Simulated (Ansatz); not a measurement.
Frontier orbitals of H₅SbSi (`[SiH3][SbH2]`).

| atom | x (Å) | y (Å) | z (Å) |
| --- | --- | --- | --- |
| Si1 | -0.8314 | -0.1953 | 0.4203 |
| Sb2 | 1.5921 | 0.6193 | 0.1220 |
| H3 | -1.6624 | 0.9448 | 0.8901 |
| H4 | -0.8515 | -1.2562 | 1.4620 |
| H5 | -1.4149 | -0.7362 | -0.8340 |
| H6 | 1.1735 | 1.4261 | -1.3247 |
| H7 | 1.9944 | -0.8024 | -0.7358 |

Charge 0, multiplicity 1. Correlated methods include outer-core shells of Sb, which these sets cover unevenly. Sb takes the def2 core potential. All single points use the PBE0-D4/def2-TZVP geometry. Basis def2-TZVPP, Ansatz.

Orbital energies of one run (eV). Highest occupied ones, from the top: -7.41, -8.68, -9.63, -10.27, -10.43, -14.75, -16.85, -36.23, -36.29, -36.31, -36.40, -36.42, -101.34, -101.34. Empty: -0.30, -0.12, 0.58, 1.19, 1.26, 2.20.

Problem. Which functional gave them?
A. r2SCAN0
B. revPBE
C. BHLYP
D. PBE

Solution. A. HOMO energies: r2SCAN0 -7.41, revPBE -6.25, PBE -6.30, BHLYP -8.08 eV.
